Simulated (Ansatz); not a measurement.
Si4Ge⁻. The state is a doublet with charge -1. Geometry B3LYP-D4/def2-SVPD, basis def2-TZVPD, Ansatz.

Cartesian coordinates in Å:
```
Si 0.745 2.237 -0.043
Si -0.400 0.478 0.832
Si -0.557 -1.165 -1.112
Si 1.459 0.135 -0.848
Ge -1.247 -1.685 1.171
```

```json
{"run": "A", "HOMO (eV)": "-1.16", "LUMO (eV)": "1.05"}
{"run": "B", "HOMO (eV)": "-0.21", "LUMO (eV)": "0.31"}
{"run": "C", "HOMO (eV)": "-0.95", "LUMO (eV)": "0.94"}
{"run": "D", "HOMO (eV)": "-0.46", "LUMO (eV)": "0.44"}
{"run": "E", "HOMO (eV)": "-0.68", "LUMO (eV)": "0.81"}
```

B3LYP takes the VWN-RPA correlation. Another isomer (doublet) lies 1.04 eV lower at PBE0-D4/def2-TZVPD; other spin states weren't run for this one.

HOMO and LUMO are taken over both spins.

**Question.** The runs used B3LYP, PBE, PBE0, r2SCAN, r2SCAN0. Estimate which is which.

**Answer.** A r2SCAN0 (25 % exact exchange); B PBE (0 % exact exchange); C PBE0 (25 % exact exchange); D r2SCAN (0 % exact exchange); E B3LYP (20 % exact exchange). Exact exchange lowers occupied and raises empty levels; among semilocal functionals meta-GGAs tend to open the gap a little, and such runs are hard to tell apart. The gap grows from 0.52 eV (PBE) to 2.21 eV (r2SCAN0).
